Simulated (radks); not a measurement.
The mean radii <r> (bohr) of the occupied orbitals of an atom or ion are listed with their occupations. All-electron calculation, scalar-relativistic Kohn-Sham, exchange-only LDA, spin-polarised, spherical densities, point nucleus. Program: a radial shooting solver on a logarithmic mesh with Libxc functionals.

orbital  occ.      <r>
1s up       1  0.03432
1s down     1  0.03432
2s up       1   0.1496
2s down     1   0.1496
2p up       3   0.1303
2p down     3   0.1303
3s up       1   0.4124
3s down     1   0.4121
3p up       3   0.4118
3p down     3   0.4113
3d up       5   0.3903
3d down     5   0.3894
4s up       1   0.9191

Name the element and its charge. Open shells, if any, are filled with parallel spins first.

Answer. Z = 43, technetium, charge +14: Tc14+ in [Ar] 3d10 4s1. The 1s radius gives Z: for a bare nucleus <r> = (2 gamma + 1)/(2Z) with gamma = sqrt(1 - (Z/c)^2), 0.03371 bohr for Z = 43, and screening makes it slightly larger (0.03432 here). The occupations add up to 29, and the charge is Z minus that.
